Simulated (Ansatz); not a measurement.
Harmonic frequencies (cm⁻¹) at PBE0-D4/def2-TZVP from Ansatz: 313.

Which molecule is it?
A. `[CdH2]`
B. `ClI`
C. `[Al][I]`
D. `B=S`

C.
